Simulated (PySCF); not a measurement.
`InChI=1S/C5H6F2Se/c1-4(6)5(7)3-8-2/h3H,1H2,2H3/b5-3-`

Molfile (atoms numbered from 1):
```
C5H6F2Se
     RDKit          3D

 14 13  0  0  0  0  0  0  0  0999 V2000
   -2.7833    0.3026    0.9802 C   0  0  0  0  0  0  0  0  0  0  0  0
   -1.7495    0.8822    0.3663 C   0  0  0  0  0  0  0  0  0  0  0  0
   -1.8875    2.0596   -0.2487 F   0  0  0  0  0  0  0  0  0  0  0  0
   -0.3963    0.3473    0.2846 C   0  0  0  0  0  0  0  0  0  0  0  0
   -0.2562   -0.8294    0.9083 F   0  0  0  0  0  0  0  0  0  0  0  0
    0.6212    0.9522   -0.3464 C   0  0  0  0  0  0  0  0  0  0  0  0
    2.4110    0.4653   -0.5742 Se  0  0  0  0  0  2  0  0  0  0  0  0
    2.4838   -1.3094    0.2087 C   0  0  0  0  0  0  0  0  0  0  0  0
   -3.7601    0.7865    0.9877 H   0  0  0  0  0  0  0  0  0  0  0  0
   -2.6477   -0.6566    1.4760 H   0  0  0  0  0  0  0  0  0  0  0  0
    0.3887    1.9098   -0.8171 H   0  0  0  0  0  0  0  0  0  0  0  0
    3.5158   -1.6488    0.0471 H   0  0  0  0  0  0  0  0  0  0  0  0
    1.7885   -1.9863   -0.3008 H   0  0  0  0  0  0  0  0  0  0  0  0
    2.2675   -1.2750    1.2822 H   0  0  0  0  0  0  0  0  0  0  0  0
  1  2  2  0
  2  3  1  0
  2  4  1  0
  4  5  1  0
  4  6  2  0
  6  7  1  0
  7  8  1  0
  1  9  1  0
  1 10  1  0
  6 11  1  0
  8 12  1  0
  8 13  1  0
  8 14  1  0
M  END
```

Level of theory: TDDFT CAM-B3LYP/aug-cc-pVDZ circular dichroism and optical rotation, one conformer, gas phase in PySCF. Geometry: PBE0-D3(BJ)/def2-SVP.

The calculation is non-relativistic, which matters for the atoms heavier than Zn. No stereocentre is labelled: unless the shape is locked (an allene, a helicene, a hindered biaryl), the mirror image is equally populated and a measured rotation or CD is zero.

**Question.** Draw the ECD and absorption spectra from the lowest 12 states, each a Gaussian of half-width 0.3 eV at 1/e height.

**Answer.** 
```csv
E (eV),λ (nm),Δε (L mol⁻¹ cm⁻¹),ε (L mol⁻¹ cm⁻¹)
4.17,297,+1.86,1390
4.32,287,+6.54,6170
4.47,277,+12.16,17100
4.62,268,+8.79,29600
4.77,260,-5.59,32600
4.92,252,-15.63,22800
5.07,245,-13.66,10600
5.22,238,-7.83,3630
5.37,231,-3.82,1150
5.52,225,-1.57,382
5.67,219,-0.02,151
5.82,213,+1.52,266
5.97,208,+2.86,1210
6.12,203,+3.42,4170
6.27,198,+3.17,9260
6.42,193,+2.46,12900
6.57,189,+1.79,11200
6.72,185,+1.75,6560
6.87,181,+2.40,3160
```
Δε uses R in velocity form, ε uses f in length form. Only the states computed contribute, so the short-wavelength end is incomplete.

The sign of the CD band at 199 nm isn't settled: the length form gives the opposite one.
